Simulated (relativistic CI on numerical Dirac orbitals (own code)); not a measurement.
## What each ingredient does to the levels of Rh7+

Base calculation: Dirac-Coulomb-Breit CI, separate exchange-only KLI orbitals for each configuration, model QED (radiative potential, 1s self-energy scaled to tabulated hydrogen-like ionisation energies), unscaled Slater integrals.

Configurations in the expansion (outside the closed core [Ar] 3d10): 4s²4p⁶4d², 4s²4p⁶4d5s, 4s²4p⁶4d4f, 4s²4p⁵4d³, 4s²4p⁶4d5p, 4s²4p⁶5s², 4s²4p⁶4f², 4s4p⁶4d³, 4s²4p⁶5s5p, 4s²4p⁶4d5d, 4s²4p⁶4f5s, 4s²4p⁶5p², 4s²4p⁵4d²4f, 4s²4p⁶4d6s, 4s²4p⁶4f5p, 4s²4p⁶4d6p, 4s²4p⁶4d5f, 4s²4p⁶4d6d, 4s²4p⁶4d5g, 4s²4p⁵4d²5s, 4s4p⁶4d²4f, 4s²4p⁶4d7s, 4s²4p⁶4d7p, 4s²4p⁶4d6f, 4s²4p⁵4d²5p, 4p⁶4d⁴, 4p⁵4d⁵, 4s4p⁶4d5s², 4s4p⁶4f5s², 4s4p⁶5s²5p, 4s4p⁶5s²5d. Double excitations out of closed p, d and f shells are left out; levels of such configurations are missing from the list, as are those of other unlisted configurations, and high levels can miss mixing partners. These lack a partner that the ground configuration has and come out too high: 4s²4p⁵4d²4f, 4s²4p⁵4d²5s, 4s4p⁶4d²4f, 4s²4p⁵4d²5p.

The lowest level and the first level of each name with at least 55 % of one term (blank where a level has no safe partner in the second run):

| Level | Base (cm⁻¹) | Shift (cm⁻¹) |
| --- | --- | --- |
| 4s²4p⁶4d² ³F2 | 0 | 0 |
| 4s²4p⁶4d² ³F3 | 3463 | -18 |
| 4s²4p⁶4d² ³F4 | 7192 | -34 |
| 4s²4p⁶4d² ¹D2 | 16939 | -15 |
| 4s²4p⁶4d² ³P0 | 17044 | -6 |
| 4s²4p⁶4d² ³P1 | 18546 | -15 |
| 4s²4p⁶4d² ³P2 | 22759 | -39 |
| 4s²4p⁶4d² ¹G4 | 25942 | -19 |
| 4s²4p⁶4d² ¹S0 | 63073 | -61 |
| 4s²4p⁶4d5s ³D1 | 257320 | -425 |
| 4s²4p⁶4d5s ³D2 | 258580 | -404 |
| 4s²4p⁶4d5s ³D3 | 262474 | -390 |
| 4s²4p⁶4d5s ¹D2 | 267551 | -219 |
| 4s²4p⁶4d5p ³D°1 | 344926 | -102 |

At this charge configurations can still be misplaced by up to about 7 % of their energy. Terms inside the open d or f shell come out 10 to 20 % too wide with unscaled integrals.

**Question.** One thing was changed in a second run, which moved the levels as shown. Which?
A. configuration mixing switched off
B. QED terms removed
C. one mean potential for all configurations
D. Breit term removed

**Answer.** C. One mean potential for all configurations. One potential for all configurations removes the relaxation of the orbitals, which moves whole configurations and changes the integrals a little.

LS names give the leading component of a level, which can be under half, so a name can repeat, a term be missing and a line seem to break the LS rules.
